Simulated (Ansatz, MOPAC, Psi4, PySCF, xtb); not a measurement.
Two geometries of SMILES COCCOC (C4H10O2), relaxed at B3LYP-D3(BJ)/def2-SVP with one dihedral held; other torsions can differ between them too.

Structure A

```
16

C     -1.7575     1.4798    -1.5026
O     -2.5123     0.3469    -1.1485
C     -1.7687    -0.8312    -0.9823
C     -0.7367    -0.7712     0.1657
O     -1.1057     0.0698     1.2264
C     -2.2717    -0.3161     1.9121
H     -1.0953     1.8098    -0.6826
H     -2.4667     2.2900    -1.7270
H     -1.1419     1.2957    -2.4072
H     -1.2377    -1.1165    -1.9160
H     -2.5139    -1.6175    -0.7831
H     -0.5389    -1.8080     0.5137
H      0.2196    -0.3679    -0.2033
H     -3.1754    -0.2098     1.2861
H     -2.2076    -1.3636     2.2725
H     -2.3723     0.3439     2.7862
```

Structure B

```
16

C      1.0428     1.6359     0.7736
O      1.4003     0.2877     0.5802
C      0.6371    -0.3834    -0.3912
C     -0.7798    -0.7289     0.0521
O     -1.6573     0.3244    -0.2736
C     -2.9775     0.1016     0.1399
H      1.1361     2.2203    -0.1641
H      1.7323     2.0562     1.5206
H      0.0047     1.7513     1.1338
H      1.1785    -1.3198    -0.6003
H      0.5739     0.1945    -1.3358
H     -1.1092    -1.6623    -0.4533
H     -0.7751    -0.9312     1.1431
H     -3.4061    -0.8120    -0.3213
H     -3.0560    -0.0079     1.2409
H     -3.5809     0.9669    -0.1708
```

Task: Which is lower in energy at the level CCSD(T) on RHF/cc-pVDZ, frozen core // B3LYP-D3(BJ)/def2-SVP (Ansatz, a first-principles code), and by how much?

Result: B is lower, by 5.77 kJ/mol (dihedral O2–C3–C4–O5: 30° in A, 90° in B).

E(B) − E(A) in kJ/mol at the other levels, on the same two geometries: PBE0/def2-TZVP // B3LYP-D3(BJ)/def2-SVP (Psi4) -10.16; PBE0-D3(BJ)/def2-TZVP // B3LYP-D3(BJ)/def2-SVP (Psi4) -8.46; PBE/def2-TZVP // B3LYP-D3(BJ)/def2-SVP (Psi4) -10.53; PBE-D3(BJ)/def2-TZVP // B3LYP-D3(BJ)/def2-SVP (Psi4) -8.60; wB97X-D/def2-TZVP // B3LYP-D3(BJ)/def2-SVP (Psi4) -7.74; RHF/cc-pVDZ // B3LYP-D3(BJ)/def2-SVP (Ansatz) -10.17; MP2 on RHF/cc-pVDZ, frozen core // B3LYP-D3(BJ)/def2-SVP (Ansatz) -5.95; CCSD on RHF/cc-pVDZ, frozen core // B3LYP-D3(BJ)/def2-SVP (Ansatz) -6.33; AM1, restricted, heats of formation // B3LYP-D3(BJ)/def2-SVP (MOPAC) -5.67; PM6, restricted, heats of formation // B3LYP-D3(BJ)/def2-SVP (MOPAC) -5.03; GFN1-xTB // B3LYP-D3(BJ)/def2-SVP (xtb) -6.95; restricted B3LYP/6-31G*, spherical d, density fitting // B3LYP-D3(BJ)/def2-SVP (PySCF) -9.90; restricted Hartree-Fock/STO-3G // B3LYP-D3(BJ)/def2-SVP (PySCF) -9.54; restricted B3LYP/LANL2DZ // B3LYP-D3(BJ)/def2-SVP (PySCF) -10.49; restricted Hartree-Fock/6-31G*, spherical d, density fitting // B3LYP-D3(BJ)/def2-SVP (PySCF) -10.76.
